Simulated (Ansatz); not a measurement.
```xyz
11

B    -2.161    0.423    0.425
Ge   -0.327   -0.303    0.967
B     1.086    0.459   -0.349
N     1.716   -0.377   -1.254
H    -2.871   -0.185   -0.320
H    -2.522    1.503    0.788
H    -0.283   -1.850    0.922
H     0.043    0.125    2.402
H     1.369    1.623   -0.357
H     2.406   -0.051   -1.912
H     1.544   -1.367   -1.312
```

Total charge 0; spin multiplicity 1.

**Question.** List the CAM-B3LYP/def2-TZVPP orbital energies in eV (Ansatz 0.2.0). (Estimate.)

**Answer.** Computed: Occupied: -10851.05, -1355.36, -1206.31, -1206.30, -1206.30, -391.88, -186.00, -185.60, -170.14, -120.45, -120.43, -120.40, -34.04, -34.01, -33.97, -33.94, -33.94, -26.22, -17.55, -16.36, -16.00, -14.65, -12.39, -11.52, -10.58, -10.11, -9.53, -8.74. Lowest empty: -0.98, 1.02, 1.50, 2.36, 2.70, 3.01, 3.09, 3.39.
